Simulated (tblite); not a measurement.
Compound: C₆H₁₀N₂Si.
Numbering: `[CH3:1][N:2]([CH3:3])[C@@H:4]1[CH:5]=[CH:6][Si@H:7]1[C:8]#[N:9]` (hydrogens: H10, H11, H12 on C1; H13, H14, H15 on C3; H16 on C4; H17 on C5; H18 on C6; H19 on Si7)

Computed with GFN2-xTB (tblite), gas phase: L-BFGS steps from a force-field or distance-geometry start until the largest atomic force falls under 0.01 eV/Å.

Step 5: E = -690.8488 eV
```
atom  x, y, z in Å  |  force x, y, z in eV/Å
C1     -1.9244   -1.1572   -0.2820   -0.151  -0.031   0.062
N2     -1.0323   -0.2304    0.3862    0.234   0.049   0.014
C3     -1.6698    1.0652    0.5182   -0.048  -0.026   0.079
C4      0.2433   -0.1334   -0.3198    0.033  -0.063   0.332
C5      1.0890   -1.3963   -0.3159   -0.081   0.201   0.138
C6      2.2580   -1.0409    0.2225    0.203  -0.183   0.001
Si7     1.7410    0.7197    0.5774   -0.032   0.222  -0.026
C8      2.6091    2.0383   -0.4422   -0.421  -0.511   0.521
N9      3.1243    2.8311   -1.0817    0.253   0.374  -0.300
H10    -1.5031   -2.1591   -0.2874    0.103   0.014   0.025
H11    -2.8752   -1.2019    0.2546    0.092   0.048  -0.009
H12    -2.1245   -0.8534   -1.3183   -0.060  -0.015  -0.124
H13    -1.8867    1.5213   -0.4582   -0.012   0.078  -0.061
H14    -2.6134    0.9476    1.0586    0.111  -0.043  -0.066
H15    -1.0442    1.7534    1.0897    0.096  -0.130  -0.072
H16     0.0982    0.2571   -1.3324   -0.128  -0.080  -0.369
H17     0.7820   -2.3673   -0.6577   -0.070  -0.093  -0.122
H18     3.1387   -1.6398    0.4037   -0.142  -0.064  -0.152
H19     1.5801    1.0552    1.9771    0.018   0.253   0.130
```

Step 6: E = -690.8678 eV
```
atom  x, y, z in Å  |  force x, y, z in eV/Å
C1     -1.9257   -1.1555   -0.2840   -0.064  -0.030   0.054
N2     -1.0337   -0.2301    0.3831    0.194   0.036   0.057
C3     -1.6689    1.0643    0.5138   -0.005  -0.020   0.074
C4      0.2418   -0.1344   -0.3140    0.040   0.030   0.170
C5      1.0919   -1.3859   -0.3163   -0.020   0.059   0.241
C6      2.2635   -1.0368    0.2239   -0.010  -0.161  -0.064
Si7     1.7339    0.7222    0.5821    0.019   0.159   0.031
C8      2.6016    2.0372   -0.4305   -0.282  -0.304   0.320
N9      3.1208    2.8237   -1.0771    0.171   0.252  -0.188
H10    -1.4922   -2.1517   -0.2846    0.031  -0.035   0.011
H11    -2.8706   -1.1932    0.2602    0.042  -0.013  -0.033
H12    -2.1266   -0.8556   -1.3225   -0.061  -0.018  -0.084
H13    -1.8867    1.5264   -0.4615   -0.005   0.041  -0.011
H14    -2.6082    0.9370    1.0566    0.072   0.029  -0.048
H15    -1.0328    1.7418    1.0854    0.045  -0.065  -0.053
H16     0.0899    0.2343   -1.3345   -0.085   0.024  -0.357
H17     0.7785   -2.3527   -0.6576   -0.056  -0.183  -0.159
H18     3.1299   -1.6549    0.3914   -0.025  -0.030  -0.103
H19     1.5838    1.0729    1.9788   -0.001   0.229   0.143
```

Step 7: E = -690.8771 eV
```
atom  x, y, z in Å  |  force x, y, z in eV/Å
C1     -1.9265   -1.1549   -0.2847    0.043  -0.009   0.022
N2     -1.0323   -0.2296    0.3826    0.084   0.012   0.037
C3     -1.6680    1.0636    0.5119    0.038  -0.008   0.027
C4      0.2414   -0.1332   -0.3098    0.031   0.067  -0.042
C5      1.0938   -1.3799   -0.3120   -0.214  -0.182   0.114
C6      2.2651   -1.0362    0.2234    0.072  -0.057   0.019
Si7     1.7302    0.7254    0.5857    0.031   0.053   0.116
C8      2.5955    2.0364   -0.4220   -0.069   0.004   0.046
N9      3.1189    2.8192   -1.0742    0.019   0.030   0.004
H10    -1.4855   -2.1479   -0.2828   -0.018  -0.048   0.001
H11    -2.8676   -1.1885    0.2631    0.002  -0.045  -0.030
H12    -2.1288   -0.8572   -1.3260   -0.042  -0.025  -0.010
H13    -1.8868    1.5300   -0.4634    0.009   0.001   0.034
H14    -2.6042    0.9313    1.0548    0.021   0.063  -0.015
H15    -1.0253    1.7342    1.0820    0.024  -0.005  -0.024
H16     0.0839    0.2210   -1.3408   -0.031   0.038  -0.210
H17     0.7755   -2.3470   -0.6603   -0.006  -0.092  -0.116
H18     3.1251   -1.6646    0.3825    0.012   0.005  -0.078
H19     1.5860    1.0874    1.9824   -0.006   0.197   0.104
```

Step 8: E = -690.8823 eV
```
atom  x, y, z in Å  |  force x, y, z in eV/Å
C1     -1.9262   -1.1548   -0.2846    0.092   0.005  -0.001
N2     -1.0300   -0.2293    0.3833   -0.007   0.005  -0.012
C3     -1.6668    1.0630    0.5115    0.055   0.002  -0.009
C4      0.2419   -0.1310   -0.3089    0.020   0.026  -0.154
C5      1.0902   -1.3808   -0.3078    0.003  -0.104   0.135
C6      2.2676   -1.0370    0.2237   -0.223  -0.005  -0.048
Si7     1.7291    0.7279    0.5893    0.024  -0.073   0.141
C8      2.5915    2.0364   -0.4174    0.058   0.177  -0.106
N9      3.1181    2.8172   -1.0724   -0.070  -0.095   0.113
H10    -1.4827   -2.1471   -0.2819   -0.038  -0.042  -0.003
H11    -2.8662   -1.1871    0.2639   -0.008  -0.053  -0.022
H12    -2.1307   -0.8585   -1.3278   -0.017  -0.028   0.047
H13    -1.8867    1.5317   -0.4636    0.021  -0.022   0.052
H14    -2.6019    0.9299    1.0536   -0.010   0.069   0.013
H15    -1.0214    1.7305    1.0800    0.023   0.034   0.001
H16     0.0805    0.2154   -1.3476    0.008   0.023  -0.069
H17     0.7740   -2.3464   -0.6639   -0.005  -0.071  -0.089
H18     3.1231   -1.6690    0.3768    0.080  -0.021  -0.050
H19     1.5868    1.0981    1.9863   -0.006   0.173   0.062
```

Problem. Estimate the geometry and energy of step 9. (The exact step hangs on the optimiser's Hessian estimate; all steps are aligned on step 8, rigid shifts and turns removed.)

Solution. E = -690.8870 eV, largest force 0.277 eV/Å
```
atom  x, y, z in Å  |  force x, y, z in eV/Å
C1     -1.9245   -1.1548   -0.2842    0.085   0.004  -0.013
N2     -1.0273   -0.2288    0.3840   -0.057  -0.002  -0.072
C3     -1.6651    1.0625    0.5116    0.050   0.016  -0.023
C4      0.2429   -0.1288   -0.3108   -0.004  -0.028  -0.173
C5      1.0872   -1.3832   -0.3010   -0.100  -0.142  -0.051
C6      2.2652   -1.0386    0.2228   -0.073   0.012   0.046
Si7     1.7292    0.7290    0.5944    0.003  -0.119   0.118
C8      2.5880    2.0376   -0.4143    0.102   0.214  -0.143
N9      3.1175    2.8161   -1.0704   -0.101  -0.129   0.145
H10    -1.4816   -2.1478   -0.2814   -0.041  -0.028  -0.005
H11    -2.8651   -1.1875    0.2637    0.003  -0.049  -0.013
H12    -2.1327   -0.8600   -1.3285    0.011  -0.027   0.084
H13    -1.8862    1.5326   -0.4627    0.029  -0.031   0.046
H14    -2.6002    0.9308    1.0529   -0.022   0.063   0.032
H15    -1.0181    1.7286    1.0785    0.027   0.059   0.021
H16     0.0781    0.2126   -1.3554    0.046  -0.007   0.056
H17     0.7726   -2.3487   -0.6691    0.021   0.027  -0.024
H18     3.1231   -1.6722    0.3715    0.023   0.022  -0.042
H19     1.5872    1.1099    1.9912   -0.004   0.143   0.014
```

The energy changes by -0.0047 eV. The first-order estimate −F·Δx gives -0.0069 eV and the mean of the old and new forces, exact on a quadratic surface, -0.0047 eV. The step makes an angle of 55° with the force vector and moves no atom by more than 0.013 Å.

What follows is the cost of the whole relaxation. Time: 1.2 s wall. Hardware: one thread of an Arm Neoverse N1, no GPU, shared host with 64 logical CPUs at a one-minute load of 60.
